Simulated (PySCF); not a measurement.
This PySCF input asks for the NMR shieldings of `BC[C@H](BB(Cl)Cl)C=C`, C₄H₉B₃Cl₂; the geometry comes from GFN2-xTB.

```python
import basis_set_exchange as bse
import numpy as np
from pyscf import gto, dft
from pyscf.prop import nmr

atoms = """
B     2.394958   -0.431146    0.665827
C     1.145265    0.517051    0.658517
C     0.144938    0.311324   -0.520568
B    -0.866100    1.497842   -0.244914
B    -2.210525    1.290561    0.705423
Cl   -2.126657    1.219830    2.440122
Cl   -3.794500    1.105693    0.031294
C    -0.438925   -1.062755   -0.457820
C    -0.447940   -1.917627   -1.463425
H     2.585120   -1.203115   -0.188752
H     3.152841   -0.338256    1.551167
H     0.608862    0.409393    1.606527
H     1.497842    1.553996    0.659976
H     0.701608    0.413833   -1.454616
H    -0.564602    2.539954   -0.691603
H    -0.885983   -1.333088    0.490908
H    -0.012531   -1.672626   -2.418422
H    -0.892431   -2.894546   -1.381297
"""
names = dict.fromkeys(["B", "C", "Cl", "H"], "pcSseg-1")
basis = {el: gto.basis.parse(bse.get_basis(n, elements=[el], fmt="nwchem")) for el, n in names.items()}
mol = gto.M(atom=atoms, basis=basis, charge=0, verbose=0)
mf = dft.RKS(mol, xc="PBE0")
mf.grids.level = 2
mf.grids.alignment = dft.numint.BLKSIZE   # the property module wants whole blocks of grid points
mf.conv_tol = 1e-9
mf.kernel()

calc = nmr.RKS(mf)   # GIAO
C = mf.mo_coeff
Co = C[:, mf.mo_occ > 0]
resp = mf.gen_response(singlet=True, hermi=2)
def vind(x):   # induced exchange potential for any number of trial vectors
    d = np.einsum("pi,xij,qj->xpq", C, 2 * x.reshape(-1, C.shape[1], Co.shape[1]), Co, optimize=True)
    return np.einsum("xpq,pi,qj->xij", resp(d - d.transpose(0, 2, 1)), C, Co, optimize=True).ravel()
mo1, _ = nmr.rhf.solve_mo1(calc, with_cphf=vind)
sigma = calc.kernel(mo1)
for i, s in enumerate(sigma):   # ppm
    w = np.linalg.eigvalsh((s + s.T) / 2)
    print("%2d %-2s iso %8.1f  s11 %8.1f  s22 %8.1f  s33 %8.1f" % (i, mol.atom_pure_symbol(i), w.mean(), *w))
```

Problem. Give the expected output.

Solution. 
```
 0 B  iso      8.3  s11    -67.6  s22    -35.5  s33    128.1
 1 C  iso    161.2  s11    128.3  s22    158.7  s33    196.7
 2 C  iso    134.5  s11    116.5  s22    135.9  s33    151.1
 3 B  iso     18.3  s11    -53.3  s22    -13.8  s33    122.1
 4 B  iso     27.3  s11    -50.4  s22     28.2  s33    104.0
 5 Cl iso    616.9  s11    287.4  s22    657.5  s33    905.8
 6 Cl iso    623.4  s11    279.6  s22    638.1  s33    952.5
 7 C  iso     35.7  s11    -84.3  s22     46.7  s33    144.7
 8 C  iso     66.6  s11    -44.9  s22     86.3  s33    158.4
 9 H  iso     23.6  s11     14.6  s22     26.6  s33     29.4
10 H  iso     23.6  s11     16.2  s22     26.8  s33     27.8
11 H  iso     30.2  s11     24.0  s22     30.5  s33     36.2
12 H  iso     30.4  s11     25.2  s22     28.9  s33     37.0
13 H  iso     28.6  s11     25.1  s22     28.3  s33     32.3
14 H  iso     23.8  s11     17.0  s22     25.8  s33     28.4
15 H  iso     25.8  s11     21.8  s22     26.1  s33     29.7
16 H  iso     26.2  s11     22.6  s22     25.7  s33     30.3
17 H  iso     26.4  s11     23.0  s22     25.6  s33     30.7
```

These numbers come from an equivalent density-fitted implementation of the same equations, which agrees with the script to about 0.01 ppm for H and up to a few tenths of a ppm for heavy atoms, so last digits may differ.

Size and cost of the density-fitted run: 212 basis functions, 40 s wall time on 1 thread of an Arm Neoverse V2, shared host; peak memory 0.95 GiB.
